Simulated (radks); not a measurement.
These are the eigenvalues of the occupied orbitals of an atom or ion with whole-number occupations (eV). Calculated with a radial shooting solver on a logarithmic mesh with Libxc functionals: scalar-relativistic Kohn-Sham, PBE, spin-unpolarised, spherical densities, finite nucleus; Fermi nuclear charge, rms radius of each element as measured or else 0.836 A^(1/3) + 0.57 fm.

orbital  eigenvalue
1s        -25391.26
2s        -3789.760
2p        -3405.708
3s        -743.2015
3p        -616.9991
3d        -418.0039
4p        -110.9031
4d         -55.4036
5s         -35.8881

Which element is it, and in what charge state? The configuration may be excited.

Answer. Z = 47, silver, charge +3: Ag3+ in [Ar] 3d10 4p6 4d8 5s2. The list shows which subshells hold electrons but not how many an open one holds; the 1s level, -933.11 hartree, gives Z - s = 43.2 by -(Z - s)^2/2, which with screening and relativity narrows Z to a few neighbours, and the depths of the outer levels then fix element, charge and occupations together.
